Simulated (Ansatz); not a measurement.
`[F][AlH2]` + `C=[CH][In]([F])[F]` → `C=[CH][AlH][F]` + `[F][InH][F]` at 700 K and 1 bar (redistribution).

Isolated molecules relaxed with PBE0-D4/def2-TZVP in Ansatz; ΔE leaves out vibrations. CBS: MP2 limit from def2 TZ/QZ plus the TZ coupled-cluster correction, frozen cores. This one scheme is used for every species. def2 core potentials past Kr. For In outer-core shells are correlated without core-valence functions, which leaves a few kJ/mol of doubt a bond. Each species was taken in one conformer, which may not be the lowest.

```tsv
species	CCSD(T)/CBS energy (Eh)	H − E (kJ/mol)	S (J/(mol·K))
`[F][AlH2]`	-343.06661	74.9	289.9
`C=[CH][In]([F])[F]`	-467.34185	187.8	464.7
`C=[CH][AlH][F]`	-420.36993	195.3	402.4
`[F][InH][F]`	-390.04654	66.6	350.4
```

H − E and S are ideal-gas, rigid-rotor, harmonic terms from PBE0-D4/def2-TZVP, for one conformer and one mirror image of each species. 1 Eh = 2625.50 kJ/mol, R = 8.31446 J/(mol·K).

By hand: ΔE, ΔH, ΔS and ΔG.

ΔE = (-420.36993) + (-390.04654) − (-343.06661) − (-467.34185) = -0.00801 Eh = -21.0 kJ/mol. Δ(H − E) = 195.3 + 66.6 − 74.9 − 187.8 = -0.8, so ΔH = -21.8 kJ/mol. ΔS = 402.4 + 350.4 − 289.9 − 464.7 = -1.8 J/(mol·K). ΔG = -21.8 − 700 × (-1.8)/1000 = -20.5 kJ/mol.

By hand: the equilibrium constant, and the temperature at which ΔG would vanish if ΔH and ΔS stayed fixed.

log₁₀ K = −ΔG/(RT ln 10) = 1.5. ΔG = 0 at ΔH/ΔS = 12111 K, far beyond where these terms or the molecules hold.

The number of gas molecules stays the same, so ΔS is small and ΔH decides. A doubt of 5 kJ/mol in ΔE shifts log₁₀ K by 0.4 here. Other conformers and mirror images would add mixing entropy, several J/(mol·K) or more a flexible species. Modes under 60 cm⁻¹, often nearly free rotors, make the harmonic entropy too high. These are equilibria of isolated gas molecules and say nothing of rates. Largest T1 diagnostic: 0.017 (customary marks: 0.02 for closed shells, 0.045 for open ones).
